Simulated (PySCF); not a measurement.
## Ionisation energy along the 2-electron series

Calculated with PySCF 2.14 and a two-component X2C-1e Hamiltonian (Gaussian nucleus, no Breit or QED terms), each ion in its own even-tempered basis scaled to its charge; GMP2 freezes nothing and drops the highest virtual spinors. Values in eV. NIST values: (m) measured, (s) semi-empirical, (t) theoretical.

| ion | configuration | GHF (screened spin-orbit) | GMP2 (screened spin-orbit) | NIST |
| --- | --- | --- | --- | --- |
| Li⁺ | 1s2 | 74.465 | 75.532 | 75.640 (t) |
| Be²⁺ | 1s2 | 152.71 | 153.81 | 153.90 (t) |
| B³⁺ | 1s2 | 258.19 | 259.32 | 259.37 (t) |
| C⁴⁺ | 1s2 | 390.92 | 392.07 | 392.09 (t) |
| N⁵⁺ | 1s2 | 550.93 | 552.09 | 552.07 (t) |
| O⁶⁺ | 1s2 | 738.23 | 739.40 | 739.33 (t) |
| F⁷⁺ | 1s2 | 952.86 | 954.04 | 953.90 (t) |
| Ne⁸⁺ | 1s2 | 1194.9 | 1196.0 | 1195.8 (t) |

Between Z = 3 and Z = 10 the GMP2 (screened spin-orbit) value grows as Z to the power 2.29.
